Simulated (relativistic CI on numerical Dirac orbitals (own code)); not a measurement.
## Cu4+ in a cubic cluster: 2p photoemission with charge transfer

Computed with a charge-transfer multiplet model of a cubic metal-ligand cluster with up to 2 ligand holes, Slater and spin-orbit integrals from Dirac-Coulomb-Breit ions, Slater integrals scaled by 0.8. The parameters are those of a tetrahedral site (10Dq negative, t2 hopping the larger). The ground state mixes d7 with configurations of k ligand holes L, whose averages lie at kΔ + k(k − 1)U_dd/2; a core hole lowers each added d electron by U_cd. 20 K, Lorentzian 0.6 eV and Gaussian 0.8 eV FWHM.

Atomic integrals in eV (Slater integrals scaled, ζ unscaled), ground: F2dd 11.838, F4dd 7.422, zeta_d 0.120; with the core hole: F2dd 13.125, F4dd 8.265, zeta_d 0.162, zeta_core 13.365, F2cd 8.072, G1cd 6.340, G3cd 3.612.

Cluster parameters (eV): Δ = 1.4, U_dd = 8.6, U_cd = 10.2, 10Dq = -0.15, 10Dq(ligand) = 0, final-state hopping factor = 1.

```csv
Case,n_d,d7,d8L,d9L2,S
"V(eg) = 0.5 eV, V(t2g) = -0.85 eV",7.14,0.86,0.13,0.00,1.50
"V(eg) = 0.8 eV, V(t2g) = -1.36 eV",7.25,0.75,0.24,0.01,1.50
"V(eg) = 1.7 eV, V(t2g) = -2.89 eV",7.48,0.56,0.41,0.04,1.50
```

Weights, n_d and S are thermal averages at 20 K. Binding energies count from the first peak over 30 % of the highest in each spectrum, which can be another peak from case to case. The parameters are a model scan and need not match a compound or its usual spin state. Peaks in eV (height, largest 100):
- V(eg) = 0.5 eV, V(t2g) = -0.85 eV: 0.0 (43), 1.3 (31), 4.8 (32), 7.6 (98), 9.7 (100), 14.1 (39), 16.1 (19), 22.7 (27), 27.4 (14), 31.1 (77), 34.1 (17)
- V(eg) = 0.8 eV, V(t2g) = -1.36 eV: 0.0 (100), 5.5 (58), 9.1 (79), 10.8 (75), 15.3 (31), 17.2 (18), 22.2 (51), 27.6 (28), 28.5 (30), 32.4 (56), 35.3 (15)
- V(eg) = 1.7 eV, V(t2g) = -2.89 eV: 0.0 (100), 6.1 (12), 10.1 (23), 11.0 (22), 13.8 (16), 18.1 (8), 21.2 (52), 31.8 (19), 38.7 (6)

For the case V(eg) = 0.8 eV, V(t2g) = -1.36 eV, Δ = 1.4 eV is smaller than U_dd = 8.6 eV, the charge-transfer side of the Zaanen-Sawatzky-Allen scheme. With the core hole the average of the configuration with one ligand hole lies at Δ − U_cd = -8.8 eV before mixing: it lies below the unscreened one, so the lowest final states are mostly screened and the unscreened weight appears at higher binding energy as a satellite.
